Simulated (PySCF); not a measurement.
# Atomic charges by several schemes

Compound: Si(vinyl)2(NCO)2, C6H6N2O2Si.
Geometry (PBE0-D3(BJ)/def2-SVP, Å), atoms numbered from 1 in this order:
```xyz
17
C6H6N2O2Si angstrom
Si    -0.0405   -0.0030   -0.0203
C     -0.3122    0.1123    1.8099
C     -0.9973   -0.7945    2.5151
H      0.1278    0.9679    2.3388
H     -1.4550   -1.6656    2.0333
H     -1.1339   -0.7089    3.5987
C      1.7472   -0.1388   -0.4956
C      2.3982    0.7849   -1.2109
H      2.2980   -1.0256   -0.1562
H      1.8947    1.6873   -1.5749
H      3.4580    0.6829   -1.4678
N     -0.6792    1.3983   -0.7901
C     -1.2514    2.3241   -1.2889
O     -1.7916    3.2346   -1.7799
N     -0.8952   -1.3855   -0.5906
C     -1.4333   -2.2902   -1.1618
O     -1.9630   -3.1807   -1.6985
```

Density: PBE0/pcSseg-1 (PySCF); schemes: Mulliken, IAO, Hirshfeld and ESP-fitted. The structure is a single PBE0-D3(BJ)/def2-SVP conformer in the gas phase; no vibrational or solvent corrections.

Q: Which atoms carry the lowest charge in the Mulliken, IAO, Hirshfeld and ESP-fitted schemes?

A: All schemes pick atoms of one kind: Mulliken N15 (-0.689); IAO N15 (-0.586); Hirshfeld N12 and N15 (-0.225); ESP-fitted N15 (-0.465).

Q: At which atom do the 4 schemes differ most?

A: At Si1: from +0.470 (Hirshfeld) to +1.315 e (IAO), 0.845 e apart.

Q: What partial charge does each atom carry?

A: In e:

```
atom                    environment  Mulliken     IAO  Hirshfeld  ESP-fitted
 Si1  silicon bonded to 2 C and 2 N    +1.259  +1.315     +0.470      +0.688
  C2   carbon bonded to C, Si and H    -0.507  -0.460     -0.148      -0.361
  C3     carbon bonded to C and 2 H    -0.154  -0.249     -0.069      -0.264
  H4                 hydrogen on C2    +0.146  +0.159     +0.049      +0.188
  H5                 hydrogen on C3    +0.132  +0.149     +0.043      +0.154
  H6                 hydrogen on C3    +0.133  +0.153     +0.054      +0.164
  C7   carbon bonded to C, Si and H    -0.508  -0.460     -0.148      -0.354
  C8     carbon bonded to C and 2 H    -0.155  -0.250     -0.069      -0.271
  H9                 hydrogen on C7    +0.145  +0.159     +0.048      +0.187
 H10                 hydrogen on C8    +0.132  +0.148     +0.043      +0.155
 H11                 hydrogen on C8    +0.133  +0.153     +0.054      +0.165
 N12    nitrogen bonded to C and Si    -0.688  -0.585     -0.225      -0.447
 C13       carbon bonded to N and O    +0.644  +0.543     +0.253      +0.612
 O14             oxygen bonded to C    -0.335  -0.368     -0.193      -0.386
 N15    nitrogen bonded to C and Si    -0.689  -0.586     -0.225      -0.465
 C16       carbon bonded to N and O    +0.644  +0.543     +0.254      +0.625
 O17             oxygen bonded to C    -0.334  -0.367     -0.193      -0.389
```

Mean size of the charges over all atoms: Mulliken 0.396 e, IAO 0.391 e, ESP-fitted 0.345 e, Hirshfeld 0.149 e. Each set sums to the total charge, 0, to within 0.001 e. The ESP scheme is a least-squares fit of atom-centred charges to the potential on four shells outside the van der Waals surface, with the total charge fixed.

Q: Sum the charges by element, for elements with more than one atom.

A: 
| element | atoms | Mulliken | IAO | Hirshfeld | ESP-fitted |
| --- | --- | --- | --- | --- | --- |
| C | 6 | -0.035 | -0.332 | +0.074 | -0.013 |
| H | 6 | +0.821 | +0.922 | +0.293 | +1.011 |
| N | 2 | -1.377 | -1.171 | -0.450 | -0.911 |
| O | 2 | -0.669 | -0.735 | -0.386 | -0.775 |

Q: How closely do the schemes follow one another over all atoms?

A: Correlation coefficient and root-mean-square difference: Mulliken with IAO 0.99, 0.065 e; IAO with Hirshfeld 0.99, 0.300 e; Mulliken with Hirshfeld 0.99, 0.318 e; Hirshfeld with ESP-fitted 0.97, 0.210 e; Mulliken with ESP-fitted 0.96, 0.175 e; IAO with ESP-fitted 0.95, 0.165 e.

Q: How many electrons does the IAO scheme count on N12?

A: Z − q = 7 − (-0.585) = 7.585.
